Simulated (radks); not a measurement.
Effect of the nuclear size on the calcium ion Ca3+, [Ne] 3s2 3p5. All-electron calculation, Dirac Kohn-Sham, PBE, spin-unpolarised, spherical densities, finite nucleus; open shells are shared between the two j in proportion to 2j + 1; Fermi nuclear charge, rms radius 3.4776 fm. Program: a radial shooting solver on a logarithmic mesh with Libxc functionals. The rms radius is varied about that value; shifts are against it.

rms radius (fm),total energy shift (eV),density at nucleus (e/bohr^3),1s1/2 shift (meV),2s1/2 shift (meV)
2.9838,-0.00798,6190,-3.36,-0.267
3.2829,-0.00329,6175,-1.39,-0.110
3.4776,0,6166,0.000,0.000
3.7732,0.00534,6153,2.25,0.179
3.8775,0.00733,6148,3.09,0.246

Slopes of the eigenvalues against <r^2> in GHz/fm^2, as finite differences over the two radii next to the reference (eigenvalue slopes, not the field-shift constants of lines): 1s1/2 254, 2s1/2 20.2.
